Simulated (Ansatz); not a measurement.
## Match the barriers

Saddle point of CH₆Sn, closed shell (CH₄Sn ([CH3][SnH]) + H₂ → SnH₂ + CH₄; bonds formed: Sn1–H4, C2–H3; bonds broken: Sn1–C2, H3–H4), PBE0-D4/def2-TZVP structure:

| atom | x (Å) | y (Å) | z (Å) |
| --- | --- | --- | --- |
| Sn1 | -1.4299 | 0.8263 | 0.3366 |
| C2 | 0.8920 | 0.1482 | 0.0357 |
| H3 | -0.3075 | -0.7218 | 0.3864 |
| H4 | -1.2229 | -1.0713 | 0.6956 |
| H5 | -1.7255 | 0.3316 | -1.3385 |
| H6 | 1.1309 | 0.9603 | -0.6521 |
| H7 | 1.2445 | -0.7712 | -0.4409 |
| H8 | 1.4187 | 0.2978 | 0.9772 |

Ansatz 0.2.0; basis: def2-TZVPP, with def2-QZVPP for the basis limit; cores frozen in the correlated methods. Filled d shells of the heavier atoms are correlated. Core potentials replace the inner electrons of the atoms past krypton. The def2 sets are not built for correlating such inner shells, so the correlated values are less sure here. Extrapolation: Hartree–Fock as exp(−7.88 √X), correlation as X^−2.97. Four methods, as single points on the PBE0-D4 structures, gave these electronic barriers from the start structure: 11.06, 18.79, 24.60, 35.37 kcal/mol.

Task: The methods were, in alphabetical order, CCSD(T), HF, r2SCAN-D4, SPW92. Which gave which? (Judge from chemistry; the calculation decides.)

Result: The calculation gives: SPW92 11.06; r2SCAN-D4 18.79; CCSD(T) 24.60; HF 35.37 kcal/mol. For comparison, CCSD(T) at an estimated basis limit (MP2 extrapolated from triple and quadruple zeta, plus CCSD(T) − MP2 in triple zeta) gives 24.22 kcal/mol.

The T1 diagnostic stays at or below 0.015.

Labels in which every atom is bracketed show which atoms are joined, not bond orders.

For scale, one of the runs: CCSD(T)/def2-TZVPP, 165 basis functions, launched by `ansatz run in.yaml --threads 2 --pin off --events-out ev --progress --plain --max-ram 4352MiB`. The run took 35 s on 2 CPU threads of an Arm Neoverse V2 (shared host), with 1.4 GiB of host memory at its peak.
